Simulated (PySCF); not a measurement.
# PW91 on As (arsenic, neutral)

Configuration: [Ar] 3d10 4s2 4p2 4d1, one real determinant (an excited configuration). Calculation: PySCF 2.14, in dyall-av3z; the spin-free X2C one-electron Hamiltonian (Gaussian nucleus).

```json
{
  "Total energy": "-2260.677 hartree",
  "One-electron energy": "-3141.084 hartree",
  "Hartree (Coulomb) energy": "964.822 hartree",
  "Exchange-correlation energy": "-84.414 hartree",
  "⟨S²⟩": "3.7510",
  "⟨L²⟩": "7.962",
  "Sum of ⟨r⟩": "26.43 bohr",
  "Sum of ⟨r²⟩": "55.37 bohr²",
  "Traceless quadrupole moment −½Σ⟨3z² − r²⟩ along its main axis": "-2.16 e·bohr²",
  "Langevin diamagnetic susceptibility": "-43.9 ×10⁻⁶ cm³/mol"
}
```

```tsv
shell	electrons	mean orbital energy (eV)	spread (eV)	rms radius, mean of both spins (bohr)
1s α	1	-11712.6	0	0.0524
1s β	1	-11712.5	0	0.0524
2s α	1	-1489.3	0	0.220
2s β	1	-1489.3	0	0.220
2p α	3	-1306.7	0.101	0.196
2p β	3	-1306.7	0.164	0.196
3s α	1	-193.89	0	0.642
3s β	1	-193.77	0	0.642
3p α	3	-137.40	0.367	0.669
3p β	3	-137.26	0.471	0.669
3d α	5	-44.505	0.345	0.761
3d β	5	-44.288	0.487	0.761
4s α	1	-18.173	0	2.02
4s β	1	-16.367	0	2.02
4p α	2	-8.360	0	2.56
4d α	1	0.235	0	4.94
```

⟨L²⟩ = 7.96 against 12 for a pure F term, so this real determinant mixes terms. The outer electron is Rydberg-like, and this basis confines it to a smaller radius and binds it less than a complete one would. At PW91 the highest occupied level has a positive energy, so only the finite basis holds that electron; for this excited configuration the basis is too tight for the outer shell.

Densities and radii are taken from the X2C orbitals without a picture-change correction, which distorts them close to the nucleus.
